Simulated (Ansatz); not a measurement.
A CCSD(T) single point on `Cc1cccnc1C`.

```yaml
crystal:
  periodic: [false, false, false]
  atoms:
    - {symbol: C, position_ang: [1.018380, -1.257959, 1.135011]}
    - {symbol: C, position_ang: [0.516924, -0.310492, 0.092467]}
    - {symbol: C, position_ang: [1.300748, 0.050009, -0.991877]}
    - {symbol: C, position_ang: [0.807436, 0.930334, -1.940719]}
    - {symbol: C, position_ang: [-0.472302, 1.422957, -1.763316]}
    - {symbol: N, position_ang: [-1.243554, 1.093229, -0.733506]}
    - {symbol: C, position_ang: [-0.768214, 0.247722, 0.176781]}
    - {symbol: C, position_ang: [-1.675985, -0.090726, 1.316248]}
    - {symbol: H, position_ang: [1.029773, -0.794409, 2.125861]}
    - {symbol: H, position_ang: [2.032337, -1.589382, 0.907044]}
    - {symbol: H, position_ang: [0.382393, -2.144910, 1.210038]}
    - {symbol: H, position_ang: [2.300459, -0.361434, -1.091181]}
    - {symbol: H, position_ang: [1.400825, 1.227305, -2.796923]}
    - {symbol: H, position_ang: [-0.902915, 2.116349, -2.480681]}
    - {symbol: H, position_ang: [-2.619104, 0.439114, 1.197056]}
    - {symbol: H, position_ang: [-1.875875, -1.165680, 1.361118]}
    - {symbol: H, position_ang: [-1.231356, 0.187973, 2.276557]}
basis:
  gaussian: {orbitals: def2-SVP}
correlation: {method: ccsd_t}
```

```sh
$ ansatz run in.yaml --threads 2 --pin off --events-out ev --progress --plain --max-ram 31744MiB --backend cuda --devices 0, --max-vram 18GiB
```

The program prints (abridged):

```
Functional definition: HF
1630 factors; integrals over basis functions are off by at most 1.4e-3 eV
mean field evaluation 1: about -8826.8130 eV, gradient 3.6e1 eV
mean field evaluation 2: about -8826.8273 eV, gradient 3.6e1 eV
mean field evaluation 4: about -8830.9315 eV, gradient 4.6e0 eV
mean field evaluation 8: about -8830.9951 eV, gradient 5.7e-4 eV
mean field -8830.99506900 eV, -324.5330829222 hartree, gradient 2.8e-6 eV, S^2 0.000000; 0 other end points of the search recorded, 0 dependent functions left out; unrestricted orbitals would lower it
8 core orbitals not correlated: weight in the atoms' cores, before any rotation towards them, 1.000 or more for the frozen orbitals, at most 0.000 for the correlated occupied ones
reference -8830.99506900 eV, -324.5330829222 hartree; 21, 21 occupied and 128, 128 virtual orbitals, 1630 factors
second order -29.82824303 eV of doubles, -0.00000000 eV of singles
cycle   1  -30.30814202 eV  change   -4.8e-1 eV  update   1.3e-1
cycle   2  -31.16139385 eV  change   -8.5e-1 eV  update   4.1e-2
cycle   3  -31.35045511 eV  change   -1.9e-1 eV  update   1.8e-2
cycle   4  -31.35131020 eV  change   -8.6e-4 eV  update   5.2e-3
cycle   5  -31.35352765 eV  change   -2.2e-3 eV  update   2.3e-3
cycle   6  -31.35348385 eV  change    4.4e-5 eV  update   6.0e-4
cycle   7  -31.35322145 eV  change    2.6e-4 eV  update   2.5e-4
cycle   8  -31.35323874 eV  change   -1.7e-5 eV  update   8.3e-5
cycle   9  -31.35322289 eV  change    1.6e-5 eV  update   3.2e-5
perturbative correction -1.29118637 eV, -0.0474502238 hartree
Total energy: -8863.63947826 eV, -325.7327428354 hartree
```

It took 1.8 s on 2 threads of an AMD EPYC 7R13 on a shared host and a share of an NVIDIA H100 80 GB, with 0.79 GiB of host memory at the peak.

MP2 recovers 91.4 % of the CCSD(T) correlation energy and the triples give 4.0 %; T1 = 0.0107.
